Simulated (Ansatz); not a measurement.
Ideal-gas functions of BClH5NSi (`B[SiH](N)Cl`) at 500 K and 1 bar, from an Ansatz frequency run at PBE0-D4/def2-TZVP.

Molar mass 93.4 g/mol, point group C1 (symmetry number 1), electronic degeneracy 1, moments of inertia 64.962, 164.184, 195.476 u Å². Harmonic wavenumbers (cm⁻¹, unscaled): 138, 186, 213, 363, 396, 428, 557, 677, 694, 708, 777, 901, 913, 962, 1127, 1579, 2263, 2591, 2692, 3613, 3712.

Use S(trans) = R[1.5 ln M + 2.5 ln T − 1.1517]; rotational temperatures θ = 24.2544 K / I; S(rot) = R[ln(√π/σ · √(T³/θAθBθC)) + 1.5]; for each mode x = 1.438777 ν̃/T, S = R[x/(eˣ − 1) − ln(1 − e⁻ˣ)] and H = RT x/(eˣ − 1); 1 cm⁻¹ = 0.0119627 kJ/mol; R = 8.31446 J/(mol·K).

By hand: the entropy, in J/(mol·K).

Translation 176.2. Rotation: θ = 0.3734, 0.1477, 0.1241 K, giving 115.5. Vibration, mode by mode: 16.05, 13.61, 12.51, 8.32, 7.66, 7.09, 5.23, 3.97, 3.82, 3.70, 3.17, 2.39, 2.33, 2.08, 1.43, 0.49, 0.09, 0.04, 0.03, 0.00, 0.00, in all 94.0. Electronic 0.0. Sum 385.7 J/(mol·K).

By hand: H − E and G − E in kJ/mol, counted from the electronic energy.

Zero-point energy ½ × 25490 × 0.0119627 = 152.5; thermal vibration 26.3; translation, rotation and pV give 4 RT = 16.6. H − E = 195.4 kJ/mol, and G − E = 195.4 − 500 × 385.7/1000 = 2.6 kJ/mol.

Vibration gives 24 % of the entropy, 16.0 J/(mol·K) of it from the mode under 150 cm⁻¹: soft modes count most, and the harmonic formula is weakest for them. The sum counts one conformer and one mirror image; others add a mixing term.
